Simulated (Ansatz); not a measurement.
Consider the formal exchange of groups at the Si–Si bond: `O=C[SiH]([SiH3])[SiH3]` + `OBCl` → `OB([SiH3])Cl` + `O=C[SiH2][SiH3]`.

Program: Ansatz. Geometries: PBE0-D4/def2-TZVP. ΔE: electronic, gas phase. CCSD(T)/CBS is the MP2 limit (def2-TZVPP, def2-QZVPP) plus CCSD(T) − MP2 in def2-TZVPP, frozen cores. This one scheme is used for every species. Functionals use def2-TZVPP. One conformer a species, not always the lowest.

```
             level  ΔE (kJ/mol)  difference from CCSD(T)/CBS
           PBE0-D4         35.4                          4.0
           ωB97X-V         30.1                         -1.3
            B2PLYP         29.5                         -1.9
              PBE0         32.6                          1.2
     HF/def2-TZVPP         27.0                         -4.4
   CCSD/def2-TZVPP         30.3                         -1.1
CCSD(T)/def2-TZVPP         31.3                         -0.1
    MP2/def2-QZVPP         32.9                          1.5
      HF/CBS(def2)         26.7                         -4.7
    CCSD/CBS(def2)         30.3                         -1.1
       CCSD(T)/CBS         31.4                            0
```

Largest T1 diagnostic among the species: 0.016.

The D4 term adds +4.5 kJ/mol with B3LYP and +2.8 kJ/mol with PBE0; it sums over pairs of atoms, weighted by their polarisabilities, and B3LYP, whose exchange is more repulsive, gets the larger term. In def2-TZVPP, CCSD(T) changes the Hartree–Fock value by +4.3 kJ/mol (the triples alone add +1.0 kJ/mol) and MP2 by +6.0 kJ/mol.

B3LYP here is the variant with VWN-RPA as its local correlation; programs differ in this.
